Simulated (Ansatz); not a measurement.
`[F][Ti]([F])([F])[Cl]` + H₂O → `[OH][Ti]([F])([F])[F]` + HCl at 400 K and 1 bar (formal hydrolysis of a Ti–Cl bond).

Program: Ansatz. Geometries: PBE0-D4/def2-TZVP. ΔE: electronic, gas phase. CBS: MP2 limit from def2 TZ/QZ plus the TZ coupled-cluster correction, frozen cores. This one scheme is used for every species. For Ti outer-core shells are correlated without core-valence functions, which leaves a few kJ/mol of doubt a bond. Scalar relativity is left out up to krypton. Each species was taken in one conformer, which may not be the lowest.

| species | CCSD(T)/CBS energy (Eh) | H − E (kJ/mol) | S (J/(mol·K)) |
| --- | --- | --- | --- |
| `[F][Ti]([F])([F])[Cl]` | -1608.34854 | 50.7 | 355.9 |
| H₂O | -76.37941 | 69.8 | 198.6 |
| `[OH][Ti]([F])([F])[F]` | -1224.33935 | 82.5 | 379.7 |
| HCl | -460.38127 | 29.6 | 195.4 |

H − E and S are ideal-gas, rigid-rotor, harmonic terms from PBE0-D4/def2-TZVP, for one conformer and one mirror image of each species. 1 Eh = 2625.50 kJ/mol, R = 8.31446 J/(mol·K).

**Question.** By hand: ΔE, ΔH, ΔS and ΔG.

**Answer.** ΔE = (-1224.33935) + (-460.38127) − (-1608.34854) − (-76.37941) = 0.00733 Eh = 19.2 kJ/mol. Δ(H − E) = 82.5 + 29.6 − 50.7 − 69.8 = -8.4, so ΔH = 10.8 kJ/mol. ΔS = 379.7 + 195.4 − 355.9 − 198.6 = 20.6 J/(mol·K). ΔG = 10.8 − 400 × (20.6)/1000 = 2.6 kJ/mol.

**Question.** By hand: the equilibrium constant, and the temperature at which ΔG would vanish if ΔH and ΔS stayed fixed.

**Answer.** log₁₀ K = −ΔG/(RT ln 10) = -0.3. ΔG = 0 at ΔH/ΔS = 524 K.

TΔS isn't small against ΔH here. The sign of ΔG lies within the doubt. A doubt of 5 kJ/mol in ΔE shifts log₁₀ K by 0.7 here. Other conformers and mirror images would add mixing entropy, several J/(mol·K) or more a flexible species. These are equilibria of isolated gas molecules and say nothing of rates. Largest T1 diagnostic: 0.024 (customary marks: 0.02 for closed shells, 0.045 for open ones).
